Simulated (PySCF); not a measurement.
# Fractional electron number in Sc²⁺ (scandium, charge +2)

The 3d alpha orbital of [Ar] 3d1 is emptied in steps (occupation f), with all orbitals relaxed, ending at [Ar]. Computed with PySCF 2.14 in x2c-TZVPall, with scalar relativity by spin-free X2C-1e. The exact energy is a straight line in f; departures are measured from the line between the end points of the same method.

| f | UHF (eV) | LDA (eV) | PBE (eV) |
| --- | --- | --- | --- |
| 1 | 0.000 | 0.000 | 0.000 |
| 0.8 | 0.123 | -1.104 | -1.082 |
| 0.6 | 0.180 | -1.676 | -1.641 |
| 0.4 | 0.176 | -1.695 | -1.658 |
| 0.2 | 0.115 | -1.142 | -1.115 |
| 0 | 0.000 | 0.000 | 0.000 |

```tsv
method	E(f=0) − E(f=1) (eV)	−ε at f=1 (eV)	−ε at f=0.4 (eV)
UHF	23.777	24.559	23.613
LDA	25.325	18.516	26.646
PBE	25.279	18.597	26.582
```

Orbital energy along the path (eV):

```tsv
f	UHF	LDA	PBE
1	-24.559	-18.516	-18.597
0.8	-24.224	-21.115	-21.158
0.6	-23.909	-23.830	-23.825
0.4	-23.613	-26.646	-26.582
0.2	-23.334	-29.551	-29.414
0	-23.070	-32.531	-32.300
```

Reference removal energy between the ground levels: 24.757 eV (measured; NIST Atomic Spectra Database, ionization energies). The calculation has no spin-orbit coupling. UHF lacks correlation.
